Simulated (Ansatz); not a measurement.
Consider the ligand exchange at the Si–S bond: `[SiH3]S[CH2][GeH3]` + `[OH][In]([SH])[Br]` → `[SiH3][O][In]([SH])[Br]` + `S[CH2][GeH3]`.

Calculated with Ansatz (gas phase, PBE0-D4/def2-TZVP geometries, no zero-point term in ΔE). CBS: MP2 limit from def2 TZ/QZ plus the TZ coupled-cluster correction, frozen cores. DFT in def2-TZVPP. B3LYP here is the variant with VWN-RPA as its local correlation; programs differ in this. Elements past krypton have def2 core potentials. For Br, Ge, In outer-core shells are correlated without core-valence functions, which leaves a few kJ/mol of doubt a bond. Scalar relativity is left out up to krypton. Each species was taken in one conformer, which may not be the lowest.

```json
{"level": "r2SCAN-D4", "ΔE (kJ/mol)": "-39.5", "difference from CCSD(T)/CBS": "6.7"}
{"level": "PBE0-D4", "ΔE (kJ/mol)": "-33.8", "difference from CCSD(T)/CBS": "12.4"}
{"level": "B3LYP-D4", "ΔE (kJ/mol)": "-44.8", "difference from CCSD(T)/CBS": "1.4"}
{"level": "ωB97X-V", "ΔE (kJ/mol)": "-45.0", "difference from CCSD(T)/CBS": "1.2"}
{"level": "ωB97M-V", "ΔE (kJ/mol)": "-44.6", "difference from CCSD(T)/CBS": "1.6"}
{"level": "B2PLYP", "ΔE (kJ/mol)": "-47.9", "difference from CCSD(T)/CBS": "-1.7"}
{"level": "PBE", "ΔE (kJ/mol)": "-27.8", "difference from CCSD(T)/CBS": "18.4"}
{"level": "B3LYP", "ΔE (kJ/mol)": "-46.6", "difference from CCSD(T)/CBS": "-0.4"}
{"level": "HF/def2-TZVPP", "ΔE (kJ/mol)": "-67.3", "difference from CCSD(T)/CBS": "-21.1"}
{"level": "MP2/def2-TZVPP", "ΔE (kJ/mol)": "-46.1", "difference from CCSD(T)/CBS": "0.1"}
{"level": "SCS-MP2/def2-TZVPP", "ΔE (kJ/mol)": "-52.1", "difference from CCSD(T)/CBS": "-5.9"}
{"level": "HF/def2-QZVPP", "ΔE (kJ/mol)": "-69.4", "difference from CCSD(T)/CBS": "-23.2"}
{"level": "MP2/def2-QZVPP", "ΔE (kJ/mol)": "-45.1", "difference from CCSD(T)/CBS": "1.1"}
{"level": "SCS-MP2/def2-QZVPP", "ΔE (kJ/mol)": "-51.0", "difference from CCSD(T)/CBS": "-4.8"}
{"level": "HF/CBS(def2)", "ΔE (kJ/mol)": "-69.7", "difference from CCSD(T)/CBS": "-23.5"}
{"level": "CCSD/CBS(def2)", "ΔE (kJ/mol)": "-49.7", "difference from CCSD(T)/CBS": "-3.5"}
{"level": "CCSD(T)/CBS", "ΔE (kJ/mol)": "-46.2", "difference from CCSD(T)/CBS": "0"}
```

Largest T1 diagnostic among the species: 0.013.

In def2-TZVPP, CCSD(T) changes the Hartree–Fock value by +18.2 kJ/mol (the triples alone add +3.6 kJ/mol) and MP2 by +21.2 kJ/mol. From PBE to PBE0 (25 % exact exchange), in def2-TZVPP and without D4, ΔE moves by −6.7 kJ/mol.
